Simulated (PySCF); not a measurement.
**Tc: excitation energy**

Tc [Kr] 4d5 5s2 (6S) → Tc [Kr] 4d6 5s1 (6D), as a difference of total energies. All numbers are calculated (PySCF 2.14, the spin-free X2C one-electron Hamiltonian (Gaussian nucleus), in x2c-TZVPPall (8s6p6d2f1g, 79 functions)). Correlated levels: valence and next inner shell: [Ar] 3d10 frozen. The calculations carry no spin-orbit coupling.

```csv
method,excitation energy (cm⁻¹)
UHF,5691.2
MP2 (valence and next inner shell),3510.2
SCS-MP2 (valence and next inner shell),4098.3
CCSD (valence and next inner shell),4451.4
CCSD(T) (valence and next inner shell),4657.9
```

Q: How much does correlation contribute at CCSD(T) (valence and next inner shell)?

A: 4657.9 − (5691.2) = -1033.3 cm⁻¹, measured against UHF.

Errors of the correlated levels include the incompleteness of this basis and the frozen core.

For comparison: 3276.9 cm⁻¹ (measured; NIST levels, between the centres of gravity of the two terms).
